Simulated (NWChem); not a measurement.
# C$_{2}$H$_{3}$Cl$_{3}$; SMILES CC(Cl)(Cl)Cl

Computed with NWChem. The geometry was optimised at PBE0/def2-SVP. Level: B3LYP/def2-SVP with SMD (1 M gas to 1 M solution), gas-phase geometry.

```json
[
 {"solvent": "water", "dielectric constant": "78.4", "solvation free energy (kcal/mol)": "-0.3", "cavity-dispersion-structure term (kcal/mol)": "2.0", "dipole in solution (D)": "2.18"},
 {"solvent": "toluene", "dielectric constant": "2.37", "solvation free energy (kcal/mol)": "-4.6", "cavity-dispersion-structure term (kcal/mol)": "-3.3", "dipole in solution (D)": "1.93"},
 {"solvent": "cyclohexanone", "dielectric constant": "15.6", "solvation free energy (kcal/mol)": "-4.2", "cavity-dispersion-structure term (kcal/mol)": "(withheld)", "dipole in solution (D)": "2.15"},
 {"solvent": "methanol", "dielectric constant": "32.6", "solvation free energy (kcal/mol)": "-4.7", "cavity-dispersion-structure term (kcal/mol)": "-2.5", "dipole in solution (D)": "2.17"},
 {"solvent": "chlorobenzene", "dielectric constant": "5.70", "solvation free energy (kcal/mol)": "-4.9", "cavity-dispersion-structure term (kcal/mol)": "-3.1", "dipole in solution (D)": "2.08"},
 {"solvent": "ethylene glycol", "dielectric constant": "40.2", "solvation free energy (kcal/mol)": "-3.0", "cavity-dispersion-structure term (kcal/mol)": "-0.8", "dipole in solution (D)": "2.17"}
]
```

**Question.** Some entries are withheld; supply them.

**Answer.** 
- cyclohexanone, cavity-dispersion-structure term (kcal/mol): -2.1
